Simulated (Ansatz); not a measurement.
`CC(C)(C)F` and `C[C](C)(C)[Ga]([F])[Cl]` differ in one atom or group.

Ansatz, PBE0-D4/def2-TZVP geometries, multiplicity 1. 

Scalar relativity is left out up to krypton.

| property | `CC(C)(C)F` |
| --- | --- |
| LUMO energy (PBE/def2-TZVPP) / eV | 0.28 |
| LUMO energy (PBE0/def2-TZVPP) / eV | 1.07 |
| size of the dipole moment (PBE/def2-TZVPP) / D | 1.78 |
| LUMO energy (ωB97M-V/def2-TZVPP) / eV | 2.47 |
| HOMO energy (B3LYP/def2-TZVPP) / eV | -8.90 |
| HOMO–LUMO gap (B3LYP/def2-TZVPP) / eV | 9.62 |

(1) Give the same properties after the change, and the shifts. (Best estimate.)

Results:

(1) Computed: 
| property | `C[C](C)(C)[Ga]([F])[Cl]` | shift |
| --- | --- | --- |
| LUMO energy (PBE/def2-TZVPP) / eV | -1.73 | -2.01 |
| LUMO energy (PBE0/def2-TZVPP) / eV | -0.93 | -2.00 |
| size of the dipole moment (PBE/def2-TZVPP) / D | 3.47 | 1.69 |
| LUMO energy (ωB97M-V/def2-TZVPP) / eV | 0.76 | -1.71 |
| HOMO energy (B3LYP/def2-TZVPP) / eV | -7.81 | 1.09 |
| HOMO–LUMO gap (B3LYP/def2-TZVPP) / eV | 6.60 | -3.02 |

With PBE0 the HOMO rises by 1.14 eV and the LUMO falls by 2.00 eV, so the gap narrows by about 3.14 eV. PBE moves the HOMO by 0.68 eV and ωB97M-V by 1.39 eV. Dipoles are sizes alone; their direction can turn.

B3LYP here is the variant with VWN-RPA as its local correlation; programs differ in this.
